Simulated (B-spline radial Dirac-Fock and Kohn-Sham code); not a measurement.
## Dipole and non-dipole photoemission parameters of As 3d3/2

System: atomic arsenic, 1s2 2s2 2p6 3s2 3p6 3d10 4s2 4p3; threshold 50.34 eV (orbital energy of the model). The computed values come from a radial finite-basis atomic code: Dirac-Hartree-Slater photoionisation with a Latter tail; cross sections with all multipoles, angular parameters from the dipole term and its interference with E2.

The run's input, task.json:

```json
{"items": [{
  "Z": 33,
  "q": 0,
  "cfg": [[1, 0, 2], [2, 0, 2], [2, 1, 6], [3, 0, 2], [3, 1, 6], [3, 2, 10], [4, 0, 2], [4, 1, 3]],
  "A": 75,
  "rrms": 4.0968,
  "do": "xps",
  "hv": [55.8, 60, 66.6, 69.8, 76.7, 77.3, 80, 105.0, 106.0, 193.0, 200, 301.0, 400, 479.0, 495.0, 553.0, 640.0, 694.0, 1000, 1140.0, 3040.0, 4330.0, 4520.0, 4580.0, 5414.7, 6490.0, 7130.0, 9251.7, 12000, 13000.0],
  "edges": {"K": 11867.0, "L1": 1527.0, "L2": 1359.1, "L3": 1323.6, "M1": 204.7, "M2": 146.2, "M3": 141.2}
}]}
```

Run with: `python xray2_run.py task.json out`

For linearly polarised light dσ/dΩ = σ/(4π) [1 + β P₂(cos θ) + (δ + γ cos²θ) sin θ cos φ], with θ from the polarisation vector and φ the angle between the beam and the projection of the electron momentum on the plane normal to the polarisation.

```
hν (eV)   σ (kb)       β       γ      δ
     60      619   0.591   0.000  0.005
   66.6      979   0.104  -0.004  0.007
   69.8     1210  -0.018  -0.006  0.007
   76.7     1710  -0.107  -0.009  0.008
   77.3     1750  -0.108  -0.009  0.008
     80     1920  -0.102  -0.009  0.009
    105     2700   0.152  -0.010  0.012
    106     2720   0.164  -0.010  0.013
    193     2020   0.772   0.009  0.020
    200     1930   0.799   0.011  0.020
    301      930   1.048   0.046  0.027
    400      488   1.154   0.089  0.032
    479      311   1.195   0.127  0.036
    495      285   1.201   0.135  0.037
    553      212   1.215   0.163  0.040
    640        ?       ?       ?      ?
    694      112   1.222   0.231  0.046
   1000     36.9   1.182   0.368  0.061
   1140     24.3   1.155   0.423  0.068
   3040    0.788   0.819   0.841  0.166
   4330    0.204   0.686   0.971  0.230
   4520    0.173   0.671   0.986  0.239
   4580    0.164   0.666   0.990  0.242
 5414.7   0.0846   0.607   1.045  0.280
   6490   0.0408   0.547   1.099  0.328
   7130   0.0278   0.516   1.124  0.355
 9251.7  0.00944   0.434   1.183  0.441
  12000  0.00313   0.356   1.215  0.542
  13000  0.00222   0.333   1.217  0.576
```

Question: Give the values at 640 eV.

Answer: σ = 141 kb, β = 1.223, γ = 0.205, δ = 0.044.
